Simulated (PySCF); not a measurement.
## Two-component Hartree-Fock for Ca⁺ (calcium, charge +1)

Start: [Ar] 4p1; 4p3/2 filled at m_j = +3/2. Calculated with PySCF 2.14 in x2c-SVPall-2c with one added diffuse shell of s type (6s5p2d, 31 functions): generalised Hartree-Fock with the X2C-1e Hamiltonian and a Gaussian nucleus; one run each with spin-orbit coupling (SO) switched off, then screened by Boettger's factors. This is a chosen level, not necessarily the ground level.

| spinor shell | electrons | ε, spin-free (eV) | ε, screened SO (eV) | weight of nominal j (screened SO) | rms radius, screened SO (bohr) |
| --- | --- | --- | --- | --- | --- |
| 1s1/2 | 2 | -4090.8 | -4090.8 | 1.000 | 0.0889 |
| 2s1/2 | 2 | -468.84 | -468.84 | 1.000 | 0.393 |
| 2p1/2 | 2 | -378.59 | -381.15 | 1.000 | 0.360 |
| 3s1/2 | 2 | -68.730 | -68.728 | 1.000 | 1.24 |
| 3p1/2 | 2 | -43.766 | -44.015 | 0.961 | 1.37 |
| 3p3/2 | 4 | -43.766 | -43.640 | 0.980 | 1.38 |
| 4p3/2 | 1 | -8.216 | -8.205 | 1.000 | 4.23 |

(1) Where does 2p3/2 lie, and what is the 2p spin-orbit splitting (screened SO)?

```
   quantity   spin-free  screened SO
E (hartree)  -679.23089   -679.23298
        M_J         3/2          3/2
       ⟨J²⟩       3.750        3.750
       ⟨L²⟩       2.000        2.000
       ⟨S²⟩       0.750        0.750
```

Each row is a mean over spinors that exchange with the open shell spreads, by up to 0.374 eV (3p3/2).

Without spin-orbit coupling the j labels of p, d and f shells carry no meaning; the spin-free column gives the mean over the occupied spinors of each nl shell.

Results:

(1) At -377.32 eV, 3.823 eV above 2p1/2.
